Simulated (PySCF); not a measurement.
A structure optimised at B3LYP-D3(BJ)/def2-SVP, used in a PySCF frequency run:

```
C
H 1 1.1024
H 1 1.1041 2 107.17
C 1 1.5060 2 108.78 3 -118.47
C 4 1.3315 1 125.07 2 -4.52
F 5 1.3432 4 122.52 1 1.02
H 5 1.0937 4 125.12 1 -179.35
H 4 1.0938 5 116.82 7 -0.89
C 1 1.5077 2 109.80 3 118.47
C 9 1.3351 1 125.09 2 -121.22
H 10 1.0934 9 121.60 1 -179.70
H 10 1.0954 11 116.95 9 179.67
H 9 1.0972 10 119.43 11 -0.75
```

### Question
Write its SMILES and formula.

### Answer
C=CC/C=C\F, C₅H₇F

### Question
What are its rotational constants (standard atomic weights)?

### Answer
11.790, 1.5451, 1.4722 GHz
